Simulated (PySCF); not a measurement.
# Correlation energy of C+ (carbon, charge +1)

[He] 2s2 2p1, 2P determinant. Calculation: PySCF 2.14, in 6-31G* (3s2p1d, 14 functions); no relativity, point nucleus. Frozen: 1s2; 3 electrons correlated.

MP2 pair energies summed by pair of shells (mhartree):

```csv
pair,energy,share (%)
2s-2s,-26.25,61.5
2s-2p,-16.45,38.5
```

Total MP2 correlation energy: -42.70 mhartree.

Same-spin part -2.47 and opposite-spin part -40.23 mhartree; SCS-MP2 scales them by 1/3 and 6/5 to -49.10 mhartree.

```csv
level,correlation energy (mhartree)
CCSD,-66.97
(T),-0.72
CCSD(T),-67.69
```

Diagnostics: T1 = 0.0078, D1 = 0.0138, largest double amplitude 0.138.

Problem. Is a single reference adequate?

Solution. Mostly. T1 lies below 0.03, but a double amplitude of this size points to a near-degeneracy that CCSD handles and MP2 describes poorly.
